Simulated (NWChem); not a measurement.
System meant: CH₆BOP; SMILES CB(O)P

Input file for NWChem:

```
start job
memory heap 200 mb stack 900 mb global 1100 mb
geometry units angstroms noautoz
  B     -0.106638    -0.459116     0.054009
  C      1.133050    -1.432434     0.010275
  H      1.463136    -1.549715    -1.036921
  H      0.919272    -2.439974     0.405032
  H      1.996689    -1.023890     0.558325
  O     -1.375602    -0.894659     0.251833
  H     -1.427261    -1.847868     0.386999
  P      0.118302     1.460646    -0.052536
  H     -1.017893     1.750732    -0.860763
  H      1.067884     1.472864    -1.115794
end
basis spherical
  * library def2-svp
end
dft
  xc xpbe96 cpbe96
  iterations 4
  mulliken
end
task dft energy
```

End of the output:

```
    Atom       Charge   Shell Charges
 -----------   ------   -------------------------------------------------------
    1 B    5     5.29   1.96  0.55  0.26  1.47  0.77  0.29
    2 C    6     6.15   1.96  0.58  0.32  1.89  1.35  0.05
    3 H    1     0.94   0.62  0.26  0.07
    4 H    1     0.97   0.63  0.27  0.07
    5 H    1     0.95   0.62  0.26  0.07
    6 O    8     7.94   1.97  0.85  0.55  2.69  1.85  0.02
    7 H    1     0.90   0.56  0.17  0.18
    8 P   15    14.79   2.00  1.94  0.87  0.53  5.81  1.57  1.96  0.11
    9 H    1     1.03   0.63  0.36  0.05
   10 H    1     1.04   0.63  0.36  0.05

 center of mass
 --------------
 x =  -0.08327893 y =   0.10713065 z =   0.04139044

 moments of inertia (a.u.)
 ------------------
         456.689212252578          -0.000000000000           0.000000000000
          -0.000000000000         218.585345063844           0.000000000000
           0.000000000000           0.000000000000         652.490545253378

     Multipole analysis of the density
     ---------------------------------

     L   x y z        total         alpha         beta         nuclear
     -   - - -        -----         -----         ----         -------
     0   0 0 0     -0.000000    -20.000000    -20.000000     40.000000

     1   1 0 0      0.157028      0.078514      0.078514      0.000000
     1   0 1 0     -0.942239     -0.471119     -0.471119      0.000000
     1   0 0 1     -0.257576     -0.128788     -0.128788     -0.000000

     2   2 0 0    -24.646093    -74.587722    -74.587722    124.529351
     2   1 1 0      1.151188      4.391230      4.391230     -7.631273
     2   1 0 1     -0.213870      0.098843      0.098843     -0.411556
     2   0 2 0    -22.600852   -137.025458   -137.025458    251.450065
     2   0 1 1     -1.454653      1.971212      1.971212     -5.397077
     2   0 0 2    -24.963818    -17.983676    -17.983676     11.003535

 ------------------------------------------------------------------------
 dft energy failed                                                                                  0
 ------------------------------------------------------------------------
 ------------------------------------------------------------------------
  current input line :
    23: task dft energy
 ------------------------------------------------------------------------
 ------------------------------------------------------------------------
 This type of error is most commonly associated with calculations not reaching convergence criteria
 ------------------------------------------------------------------------
 For more information see the NWChem manual at https://nwchemgit.github.io

0:dft energy failed:Received an Error in Communication
```

Task: Find the fault in this run and fix the input.

Result: Convergence was not reached. Cause: the SCF was allowed too few iterations. This input runs:
```
start job
memory heap 200 mb stack 900 mb global 1100 mb
geometry units angstroms noautoz
  B     -0.106638    -0.459116     0.054009
  C      1.133050    -1.432434     0.010275
  H      1.463136    -1.549715    -1.036921
  H      0.919272    -2.439974     0.405032
  H      1.996689    -1.023890     0.558325
  O     -1.375602    -0.894659     0.251833
  H     -1.427261    -1.847868     0.386999
  P      0.118302     1.460646    -0.052536
  H     -1.017893     1.750732    -0.860763
  H      1.067884     1.472864    -1.115794
end
basis spherical
  * library def2-svp
end
dft
  xc xpbe96 cpbe96
  iterations 150
  mulliken
end
task dft energy
```
It converges to -482.64350 Ha (PBE/def2-SVP).
